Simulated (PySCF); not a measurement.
# `C1=CC=CC(C(F)(F)F)=C1`, C7H5F3

Molfile (atoms numbered from 1):
```
C7H5F3
     RDKit          3D

 15 15  0  0  0  0  0  0  0  0999 V2000
    2.6796    0.3597   -1.1738 F   0  0  0  0  0  0  0  0  0  0  0  0
    2.1708    0.0357    0.0332 C   0  0  0  0  0  0  0  0  0  0  0  0
    2.6711    0.9321    0.8983 F   0  0  0  0  0  0  0  0  0  0  0  0
    2.7128   -1.1489    0.3573 F   0  0  0  0  0  0  0  0  0  0  0  0
    0.6691    0.0079    0.0239 C   0  0  0  0  0  0  0  0  0  0  0  0
    0.0070   -1.1694   -0.2976 C   0  0  0  0  0  0  0  0  0  0  0  0
   -1.3761   -1.1852   -0.3227 C   0  0  0  0  0  0  0  0  0  0  0  0
   -2.0897   -0.0336   -0.0342 C   0  0  0  0  0  0  0  0  0  0  0  0
   -1.4238    1.1403    0.2771 C   0  0  0  0  0  0  0  0  0  0  0  0
   -0.0408    1.1674    0.3059 C   0  0  0  0  0  0  0  0  0  0  0  0
    0.5721   -2.0618   -0.5187 H   0  0  0  0  0  0  0  0  0  0  0  0
   -1.8950   -2.0990   -0.5678 H   0  0  0  0  0  0  0  0  0  0  0  0
   -3.1689   -0.0513   -0.0518 H   0  0  0  0  0  0  0  0  0  0  0  0
   -1.9799    2.0381    0.4986 H   0  0  0  0  0  0  0  0  0  0  0  0
    0.4874    2.0761    0.5505 H   0  0  0  0  0  0  0  0  0  0  0  0
  1  2  1  0
  2  3  1  0
  2  4  1  0
  2  5  1  0
  5  6  2  0
  6  7  1  0
  7  8  2  0
  8  9  1  0
  9 10  2  0
 10  5  1  0
  6 11  1  0
  7 12  1  0
  8 13  1  0
  9 14  1  0
 10 15  1  0
M  END
```

Level of theory: TDDFT B3LYP/def2-SVPD excited states, vertical, gas phase in PySCF 2.14.0. Geometry: GFN2-xTB.

Problem. How strongly do the lowest singlets absorb one photon, and two photons of half the energy?

Solution. δ for parallel linear polarisation; σ at the peak of a Lorentzian of half width 0.1 eV, single beam; Ω is circular over linear.
| state | E (eV) | f | photon λ (nm) | δ (au) | σ (GM) | Ω | main |
| --- | --- | --- | --- | --- | --- | --- | --- |
| S1 | 5.42 | 0.005 | 458 | 0.96 | 0.01 | 1.50 | HOMO→LUMO 0.59, HOMO−1→LUMO+1 0.41 |
| S2 | 6.10 | 0.018 | 407 | 1.37 | 0.02 | 1.46 | HOMO−1→LUMO 0.62, HOMO→LUMO+1 0.37 |
| S3 | 7.05 | 0.479 | 352 | 1.02 | 0.02 | 1.50 | HOMO−1→LUMO+1 0.56, HOMO→LUMO 0.39 |
| S4 | 7.08 | 0.695 | 350 | 0.34 | 0.01 | 1.39 | HOMO→LUMO+1 0.60, HOMO−1→LUMO 0.36 |
| S5 | 7.19 | 0.011 | 345 | 31.2 | 0.59 | 1.50 | HOMO→LUMO+2 0.97 |

Among these, the strongest one-photon state is S4, the strongest two-photon state S5, with a dipole change of 2.5 D (relaxed, norm of the difference vector).
